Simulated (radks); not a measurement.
Results of a calculation; reference values are marked as such.
Ca+, 19 electrons, occupied as [Ar] 4s1 (the NIST ground configuration).

Level of theory: scalar-relativistic Kohn-Sham, r2SCAN, spin-polarised, spherical densities, finite nucleus; open shells are filled with parallel spins first; meta-GGA in the generalised Kohn-Sham scheme; Fermi nuclear charge, rms radius 3.4776 fm (a radial shooting solver on a logarithmic mesh with Libxc functionals).

Energy parts (hartree):
| part | energy |
|---|---|
| total | -680.29653 |
| kinetic | 684.96187 |
| electron-nucleus | -1610.72730 |
| Hartree | 281.50100 |
| exchange-correlation | -36.03209 |

Orbitals (lengths in bohr, moments of r in powers of bohr; r(max) is where P^2 peaks):
| orbital | occ. | eigenvalue (hartree) | <r> | <1/r> | r(max) |
|---|---|---|---|---|---|
| 1s up | 1 | -146.0541 | 0.07685 | 19.74 | 0.05029 |
| 1s down | 1 | -146.0529 | 0.07686 | 19.74 | 0.05029 |
| 2s up | 1 | -15.72684 | 0.3631 | 4.064 | 0.2994 |
| 2s down | 1 | -15.72574 | 0.3631 | 4.064 | 0.2995 |
| 2p up | 3 | -12.71425 | 0.3273 | 3.952 | 0.2468 |
| 2p down | 3 | -12.71297 | 0.3273 | 3.952 | 0.2468 |
| 3s up | 1 | -2.04701 | 1.156 | 1.205 | 0.9925 |
| 3s down | 1 | -2.04358 | 1.157 | 1.203 | 0.9935 |
| 3p up | 3 | -1.31194 | 1.269 | 1.075 | 1.048 |
| 3p down | 3 | -1.30792 | 1.265 | 1.076 | 1.049 |
| 4s up | 1 | -0.34673 | 3.610 | 0.3551 | 3.165 |

The highest occupied level is 4s up at -9.435 eV. The electron density at the nucleus is 6184 e/bohr^3 (large components only). Spin moment in Bohr magnetons: 1. Summed over all electrons, <r^2> = 30.20 bohr^2, which gives a Langevin (diamagnetic) susceptibility term of -23.9 x 10^-6 cm^3/mol.
